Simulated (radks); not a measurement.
Values are calculated unless marked as measured or tabulated.
Task: Isoelectronic series with 23 electrons, all held in the configuration [Ar] 3d3 4s2, which need not be the ground one along the series. Level of theory: scalar-relativistic Kohn-Sham, PBE, spin-polarised, spherical densities, point nucleus; open shells are filled with parallel spins first (spin-orbit coupling, left out, can overturn this in heavy ions) (a radial shooting solver on a logarithmic mesh with Libxc functionals). Total energies (hartree) and mean radii <r> (bohr) (* marks an orbital that is empty in some or all of the ions):

ion    E (hartree)  3d down*  4s down   4s up
V       -949.07138     1.556    3.481   3.283
Cr+    -1050.16824     1.199    2.814   2.721
Mn2+   -1156.86555     1.021    2.410   2.354
Co4+   -1387.02225    0.8144    1.915   1.887
Ni5+   -1510.48893    0.7450    1.746   1.725
Cu6+   -1639.56120    0.6881    1.608   1.591
Zn7+   -1774.25285    0.6404    1.493   1.479
Ga8+   -1914.57982    0.5995    1.394   1.382
Ge9+   -2060.55979    0.5640    1.309   1.299
As10+  -2212.21195    0.5328    1.234   1.225
Se11+  -2369.55686    0.5051    1.167   1.160
Br12+  -2532.61634    0.4803    1.108   1.101
Kr13+  -2701.41344    0.4579    1.055   1.049
Rb14+  -2875.97235    0.4377    1.007   1.001
Sr15+  -3056.31845    0.4192   0.9627  0.9579
Zr17+  -3434.47931    0.3868   0.8856  0.8817
Nb18+  -3632.35046    0.3724   0.8516  0.8480
Mo19+  -3836.12161    0.3591   0.8201  0.8168
Tc20+  -4045.82383    0.3468   0.7908  0.7878
Ru21+  -4261.48937    0.3352   0.7636  0.7608

Estimate the row of Fe3+.

Result: E (hartree) -1269.15012; 3d down* 0.9025; 4s down 2.127; 4s up 2.089.
